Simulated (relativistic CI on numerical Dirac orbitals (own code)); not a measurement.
**Sensitivity of the levels of Er11+ to α and to the nuclear radius**

These numbers are calculated, not measured: Dirac-Coulomb-Breit CI, separate exchange-only KLI orbitals for each configuration, derivatives by finite differences, unscaled Slater integrals, QED left out (own radial code, finite nucleus).

Configurations in the expansion (outside the closed core [Ar] 3d10 4p6 4d10): 4s²4f⁹5s², 4s²4f¹¹, 4s²4f¹⁰5s, 4s²4f¹⁰6s, 4s²4f⁹6s², 4f¹¹5s². The list is cut by size and lacks configurations that can hold low levels.

With x = (α/α₀)² − 1 an excitation energy changes as ω = ω₀ + qx; K = 2q/ω₀ is the relative enhancement. Terms are leading LS components, so labels can repeat. The field-shift factor is F = δν/δ⟨r²⟩ for the transition from the lowest level.

Lowest level 4s²4f⁹5s² ⁶H°15/2.

| Level | ω₀ (cm⁻¹) | q (cm⁻¹) | K | F (GHz/fm²) |
| --- | --- | --- | --- | --- |
| 4s²4f⁹5s² ⁶H°13/2 | 4941.6 | 5118 | 2.07 | 0.269 |
| 4s²4f⁹5s² ⁶H°11/2 | 8364.0 | 7583 | 1.81 | 0.414 |
| 4s²4f⁹5s² ⁶H°9/2 | 11025.7 | 9620 | 1.75 | 0.532 |
| 4s²4f⁹5s² ⁶F°11/2 | 12654.3 | 3454 | 0.546 | 0.325 |
| 4s²4f⁹5s² ⁶H°7/2 | 13092.3 | 11260 | 1.72 | 0.626 |
| 4s²4f⁹5s² ⁶F°9/2 | 14481.8 | 3410 | 0.471 | 0.355 |
| 4s²4f⁹5s² ⁶H°5/2 | 14631.4 | 12450 | 1.7 | 0.695 |
| 4s²4f⁹5s² ⁶F°7/2 | 17245.0 | 6723 | 0.78 | 0.522 |
| 4s²4f⁹5s² ⁶F°5/2 | 19281.0 | 8679 | 0.9 | 0.627 |
| 4s²4f⁹5s² ⁶F°3/2 | 20440.7 | 9017 | 0.882 | 0.658 |
| 4s²4f⁹5s² ⁶F°1/2 | 21224.8 | 9806 | 0.924 | 0.7 |
| 4s²4f⁹5s² ⁴F°9/2 | 30681.9 | 1588 | 0.104 | 0.556 |
| 4s²4f⁹5s² ⁴I°15/2 | 30863.2 | -2314 | -0.15 | 0.42 |
| 4s²4f⁹5s² ⁴M°21/2 | 33742.4 | 1821 | 0.108 | 0.636 |
| 4s²4f⁹5s² ⁴G°11/2 | 34061.1 | 1883 | 0.111 | 0.618 |
| 4s²4f⁹5s² ⁴K°17/2 | 35696.4 | 14.01 | 0.000785 | 0.594 |
| 4s²4f⁹5s² ⁴M°19/2 | 35901.3 | 2342 | 0.13 | 0.687 |
| 4s²4f⁹5s² ⁴I°13/2 | 36149.1 | 4003 | 0.221 | 0.739 |
| 4s²4f⁹5s² ⁴F°7/2 | 37417.2 | 6173 | 0.33 | 0.835 |
| 4s²4f⁹5s² ⁴M°15/2 | 39218.5 | 5512 | 0.281 | 0.853 |
| 4s²4f⁹5s² ⁴I°11/2 | 39414.9 | 6647 | 0.337 | 0.89 |
| 4s²4f⁹5s² ⁴M°17/2 | 41214.2 | 7548 | 0.366 | 0.964 |
| 4s²4f⁹5s² ⁴D°3/2 | 41697.6 | -2353 | -0.113 | 0.589 |

At this charge energies of transitions that change n are usually good to better than 1 %, and those within a shell (Δn = 0) to a few per cent. Terms inside the open d or f shell come out 10 to 20 % too wide with unscaled integrals. Levels and lines within the n = 5 or 6 shells can be off by up to 10 % or somewhat more, and those that change n by about 2 %, since core polarisation is missing.
